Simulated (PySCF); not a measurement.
CH7BN2O, SMILES CNB(N)O. Atoms are numbered in the order given.

```xyz
12

C      1.9243    -0.0149     0.4724
N      0.7805    -0.5430    -0.2162
B     -0.5445    -0.0123    -0.1513
N     -0.8457     1.1503     0.6037
O     -1.5978    -0.6305    -0.7988
H      2.6473    -0.8081     0.7250
H      1.6106     0.4360     1.4270
H      2.4761     0.7619    -0.0943
H      0.9965    -1.2378    -0.9185
H     -1.7950     1.4887     0.6599
H     -0.1527     1.8048     0.9308
H     -1.3680    -1.5015    -1.1291
```

Geometry optimised at PBE0-D3(BJ)/def2-SVP. The structure was generated by enumeration, and PubChem lists no compound with its InChIKey, so it may never have been made. The values are those of a single conformer.

These are PySCF with PBE0-D3(BJ)/def2-SVP values and carry that method's errors.

Harmonic, unscaled wavenumbers; measured fundamentals usually lie a few per cent lower.

```
mode  ν (cm⁻¹)  IR (km/mol)  Raman (Å⁴/amu)  depolarisation  moving atoms (share of kinetic energy)
----  --------  -----------  --------------  --------------  --------------------------------------
1          110          0.2             0.5            0.49                          H 67 %, N 24 %
2          139          1.0             0.2            0.69           H 53 %, N 23 %, C 12 %, O 9 %
3          230         37.5             0.6            0.74                  H 40 %, N 32 %, C 20 %
4          276        109.1             1.0            0.54                          H 76 %, N 17 %
5          314         39.2             1.1            0.31                           H 84 %, N 8 %
6          401          9.4             0.7            0.56                  H 32 %, O 30 %, N 26 %
7          446        196.3             1.9            0.75                           H 82 %, N 9 %
8          493         13.4             1.9            0.34  H 36 %, O 21 %, N 18 %, C 14 %, B 10 %
9          495          5.8             1.1            0.52                                  H 97 %
10         639         57.5             1.0            0.59                          B 76 %, N 13 %
11         819          8.7             8.1            0.09                  N 56 %, H 20 %, O 15 %
12         890          2.5             0.5            0.29                  H 60 %, N 23 %, O 16 %
13         995        131.9             1.9            0.58                           H 80 %, O 9 %
14        1101         17.5             2.7            0.74                          H 77 %, C 13 %
15        1144          1.4             2.9            0.49                          H 75 %, C 19 %
16        1193          0.9             2.1            0.72                  N 39 %, C 28 %, H 22 %
17        1332        175.5             1.0            0.70                  H 48 %, B 34 %, O 10 %
18        1414         73.4             6.0            0.73                   H 53 %, B 33 %, C 9 %
19        1465         22.7             8.7            0.70                          H 75 %, B 18 %
20        1472         40.1            19.3            0.59                                  H 88 %
21        1483         43.4            14.0            0.66                                  H 87 %
22        1550        318.5             5.5            0.75                  H 38 %, N 31 %, B 28 %
23        1599        255.9             3.9            0.72                  H 60 %, N 21 %, B 18 %
24        2996         88.1           174.8            0.10                                  H 96 %
25        3084         38.8           113.8            0.48                           H 92 %, C 8 %
26        3133         20.1            60.4            0.75                           H 91 %, C 9 %
27        3666         32.1            40.9            0.40                                  H 93 %
28        3668         21.7           136.9            0.12                                  H 95 %
29        3779         32.5            47.9            0.75                           H 91 %, N 9 %
30        3950         52.6            78.2            0.28                                  H 94 %
```
